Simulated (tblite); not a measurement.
Species: C9H9 (doublet state).
Structure used (GFN2-xTB), in Å, numbered top down from 1:
```
atom  x, y, z in Å
C1     3.342    0.763    0.022
C2     3.015   -0.485    0.350
C3     1.731   -1.023    0.158
C4     0.636   -1.516    0.017
C5    -0.670   -2.025   -0.186
C6    -1.615   -1.334   -0.778
C7    -1.956   -0.063   -1.308
C8    -1.306    1.222   -0.789
C9    -2.728    0.924   -0.459
H10    2.624    1.436   -0.417
H11    4.334    1.147    0.183
H12    3.745   -1.155    0.791
H13   -0.838   -3.042    0.152
H14   -2.207   -0.076   -2.365
H15   -1.086    1.988   -1.516
H16   -0.565    1.114   -0.012
H17   -3.506    1.499   -0.939
H18   -2.959    0.631    0.554
```

Method: GFN2-xTB as coded in tblite; computed harmonic values from a numerical Hessian at the method's own geometry, unscaled. Errors from tens to a few hundred cm⁻¹ against measured bands are possible. One conformer, not necessarily the lowest. Open shells enter through the occupations alone, without spin polarisation, and single modes of such species can be off by tens of per cent.

Harmonic wavenumbers (cm⁻¹): 34.9, 40.7, 49.4, 124.3, 135.8, 199.1, 228.4, 323.2, 349.3, 473.2, 484.2, 580.5, 642.2, 751.8, 774.1, 798.9, 837.8, 846.1, 867.4, 868.9, 988.4, 1004.4, 1023.7, 1034.3, 1056.1, 1065.5, 1084.1, 1151.7, 1191.3, 1233.7, 1247.5, 1282.0, 1328.5, 1407.0, 1427.1, 1466.3, 1648.7, 1735.4, 2300.1, 2985.1, 3006.2, 3030.5, 3085.2, 3085.6, 3097.3, 3103.0, 3117.6, 3131.3.

A = 2943, B = 868.7, C = 697.4 MHz; mass 117.070 u (most abundant isotopes); point group C1, symmetry number 1; spin multiplicity 2.

Problem. What is the zero-point energy?

Solution. ½Σν̃ = 30864 cm⁻¹ = 88.25 kcal/mol.

Problem. Give the ideal-gas entropy at 273.15 K and 1 bar in the rigid-rotor, harmonic-oscillator model (classical rotation).

Solution. Translation 39.78, rotation 29.32, vibration 30.01, spin (R ln 2) 1.38: S = 100.5 cal/(mol K).

Problem. And Cp and H(273.15 K) − H(0)?

Solution. Cp = 34.89 cal/(mol K), of which vibrations give 26.94 (their classical limit is 48 R = 95.4); H(273.15 K) − H(0) = 6.10 kcal/mol without the zero-point energy, 3.93 from vibrations.

Problem. Which modes carry the vibrational entropy at 273.15 K?

Solution. 34.9 cm⁻¹: 5.36; 40.7 cm⁻¹: 5.05; 49.4 cm⁻¹: 4.67; 124.3 cm⁻¹: 2.86; 135.8 cm⁻¹: 2.69; 199.1 cm⁻¹: 1.98 cal/(mol K); the other 42 give 7.40 together.

Problem. What must be added to the electronic energy to get the Gibbs energy at 273.15 K and 1 bar?

Solution. ZPE + [H(273.15 K) − H(0)] − T·S = 88.25 + 6.10 − 27.45 = 66.90 kcal/mol.

Problem. Blend soft modes into free rotors: weight 1/[1 + (100 cm⁻¹/ν̃)⁴] for the oscillator and the rest for a rotor with moment μB/(μ + B), μ = h/(8π²ν), B = 10⁻⁴⁴ kg m². What vibrational entropy results?

Solution. 25.89 cal/(mol K) in place of 30.01, which changes −T·S at 273.15 K by +1.13 kcal/mol.

Problem. How do the functions run with temperature in this model?

Solution. 
```tsv
T (K)	S (cal/(mol K))	Cp (cal/(mol K))	H − H(0) (kcal/mol)	G − H(0) (kcal/mol)	ln q(vib)
50	62.8	15.0	0.57	-2.57	1.16
100	74.7	19.6	1.44	-6.02	2.87
298.15	103.7	37.4	7.01	-23.90	8.52
373.15	112.8	44.6	10.09	-32.02	10.46
500	127.4	55.0	16.43	-47.27	13.69
750	152.6	69.2	32.10	-82.36	19.76
1000	173.9	78.3	50.62	-123.24	25.36
```

q(vib) and H(0) count from the zero-point level.

Hindered rotation and anharmonicity are outside this model. Other conformers, if any are populated, would add a mixing term that is left out. The structure is chiral; the term R ln 2 for an equal mix with its mirror image is left out.
